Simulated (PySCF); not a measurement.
C4H4BClO.
SMILES: `Bc1occc1Cl`

Method: PBE0-D3(BJ)/def2-SVP geometry optimisation, gas phase in PySCF.

Masses are those of the commonest isotopes; rigid-rotor values at the optimised geometry. 

**Question.** What are A, B and C (MHz)?

**Answer.** Ia = 134.34, Ib = 250.63, Ic = 384.97 u·Å²; 505379 MHz·u·Å²/I gives A = 3762, B = 2016, C = 1313 MHz.

**Question.** Classify the top.

**Answer.** An asymmetric top. Ray's parameter κ = (2B − A − C)/(A − C) = -0.425; −1 is the prolate and +1 the oblate limit.

**Question.** What does the inertial defect say?

**Answer.** Planar: Δ = Ic − Ia − Ib = 0.00 u·Å². For a rigid frame Δ = −2 Σ m c², so it vanishes when all atoms lie in the ab plane; here none is more than 0.01 Å from it.

**Question.** List the rotational levels J(Ka,Kc) to J = 4 (K).

**Answer.** Above 0(0,0), as E/k:
J = 1: 1(0,1) 0.160, 1(1,1) 0.244, 1(1,0) 0.277
J = 2: 2(0,2) 0.471, 2(1,2) 0.529, 2(1,1) 0.631, 2(2,1) 0.882, 2(2,0) 0.890
J = 3: 3(0,3) 0.920, 3(1,3) 0.953, 3(1,2) 1.155, 3(2,2) 1.361, 3(2,1) 1.400, 3(3,1) 1.869, 3(3,0) 1.871
J = 4: 4(0,4) 1.495, 4(1,4) 1.511, 4(1,3) 1.840, 4(2,3) 1.994, 4(2,2) 2.096, 4(3,2) 2.522, 4(3,1) 2.531, 4(4,1) 3.215, 4(4,0) 3.215
Those of J = 1 are B + C, A + C and A + B.

**Question.** Which types of transition are allowed, and where do some lines up to J = 5 fall?

**Answer.** The dipole components are |μa| = 0.80 D, |μb| = 2.49 D, |μc| = 0.00 D; the mirror of this Cs structure is the ab plane, so μc vanishes by symmetry and there are no c-type lines. The squared components, which scale the intensities, stand as 0.10 : 1.00 (a : b). Some of the stronger lines:

```json
{"type": "a", "branch": "Q", "J(Ka,Kc)": "1(1,0) ← 1(1,1)", "MHz": "704", "lower level (cm⁻¹)": "0.169"}
{"type": "a", "branch": "Q", "J(Ka,Kc)": "5(2,3) ← 5(2,4)", "MHz": "4205", "lower level (cm⁻¹)": "1.928"}
{"type": "b", "branch": "Q", "J(Ka,Kc)": "4(2,2) ← 4(1,3)", "MHz": "5334", "lower level (cm⁻¹)": "1.279"}
{"type": "b", "branch": "Q", "J(Ka,Kc)": "3(2,2) ← 3(1,3)", "MHz": "8501", "lower level (cm⁻¹)": "0.663"}
{"type": "b", "branch": "Q", "J(Ka,Kc)": "5(2,4) ← 5(1,5)", "MHz": "11958", "lower level (cm⁻¹)": "1.529"}
{"type": "b", "branch": "R", "J(Ka,Kc)": "2(2,0) ← 1(1,1)", "MHz": "13476", "lower level (cm⁻¹)": "0.169"}
{"type": "b", "branch": "Q", "J(Ka,Kc)": "4(4,0) ← 4(3,1)", "MHz": "14257", "lower level (cm⁻¹)": "1.759"}
{"type": "a", "branch": "R", "J(Ka,Kc)": "5(3,3) ← 4(3,2)", "MHz": "17011", "lower level (cm⁻¹)": "1.753"}
{"type": "a", "branch": "R", "J(Ka,Kc)": "5(4,1) ← 4(4,0)", "MHz": "17058", "lower level (cm⁻¹)": "2.235"}
{"type": "b", "branch": "Q", "J(Ka,Kc)": "5(5,0) ← 5(4,1)", "MHz": "18490", "lower level (cm⁻¹)": "2.804"}
{"type": "b", "branch": "R", "J(Ka,Kc)": "5(2,3) ← 4(1,4)", "MHz": "30518", "lower level (cm⁻¹)": "1.051"}
```

**Question.** Estimate the classical rotational partition function at 100 K, 200 K and 500 K.

**Answer.** Point group Cs, symmetry number σ = 1; q = (√π/σ)·√((kT/h)³/(ABC)), k/h = 20836.6 MHz/K: 53400 at 100 K, 151000 at 200 K, 597000 at 500 K.

No PBE0-D3(BJ)/def2-SVP frequencies stand behind this structure, so it isn't proved a minimum. Constants of a rigid frame at the computed geometry: no zero-point averaging, no centrifugal distortion. Quadrupole hyperfine structure (11B, 35Cl) is left out.
